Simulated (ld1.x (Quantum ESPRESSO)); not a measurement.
## How hard is this Hg (Z = 80) RRKJ potential?

```
Element                 : Hg (Z = 80)
Generator               : ld1.x (Quantum ESPRESSO) 7.5
Type                    : norm-conserving RRKJ (Kleinman–Bylander form)
Functional              : LDA (PZ)
Relativity              : fully relativistic
Frozen core             : [Kr] 4d10 4f14 5s2
Valence charge          : 18
Reference configuration : 5p6 5d10 6s2 6p0
Partial waves           : 6s (bound): rc 2.40 bohr; 5p (bound): rc 1.70 bohr; 5d (bound): rc 1.80 bohr
Local potential         : all-electron potential smoothed inside 1.65 bohr (lloc = -1)
Core correction         : none
rho0                    : 0.005
```

Open shells are filled in proportion to 2j + 1 (rel_dist='average').

The pseudo-atom Hamiltonian at the reference potential is diagonalised in spherical Bessel functions j_l(qr) that vanish at 20 bohr, with q² up to the cutoff. All-electron valence levels (Ry): 6s -0.5252, 5p1/2 -5.9007, 6p1/2 -0.1289, 5p3/2 -4.5420, 6p3/2 -0.0751, 5d3/2 -0.8242, 5d5/2 -0.6883.

**Question.** How do the lowest levels (Ry) of each channel move with the cutoff, and are there ghosts?

**Answer.**

```tsv
cutoff (Ry)	s #1	s #2	p1/2 #1	p1/2 #2	p3/2 #1	p3/2 #2	d3/2 #1	d5/2 #1	f #1	f #2	Σ f·Δε (mRy)
8	-0.9393	-0.4880	-3.4050	-0.0227	-1.9861	-0.0109	0.0226	0.0262	0.1168	0.2478	22964.5
15	-4.1555	-0.5114	-5.2572	-0.0866	-4.0328	-0.0511	-0.3339	-0.2948	0.1168	0.2478	7674.4
21	-5.6529	-0.5218	-5.6984	-0.1166	-4.4578	-0.0520	-0.6394	-0.5512	0.1168	0.2478	2310.5
35	-6.2715	-0.5251	-5.8977	-0.1453	-4.5418	-0.0548	-0.8136	-0.6819	0.1168	0.2478	88.4
45	-6.3126	-0.5252	-5.9007	-0.1479	-4.5419	-0.0559	-0.8238	-0.6881	0.1168	0.2478	3.5
60	-6.3202	-0.5252	-5.9008	-0.1484	-4.5420	-0.0562	-0.8242	-0.6883	0.1168	0.2478	0.3
400	-6.3210	-0.5252	-5.9008	-0.1485	-4.5420	-0.0562	-0.8243	-0.6883	0.1168	0.2478	0.0
```

Result: ghost state, extra bound levels that the all-electron valence spectrum of the same l lacks: s at -86.0 eV (a true bound ghost makes a file unfit for plane-wave use); 10 mRy is reached at 45 Ry and 1 mRy at 50 Ry.

Its largest configuration-test error is -307 meV.
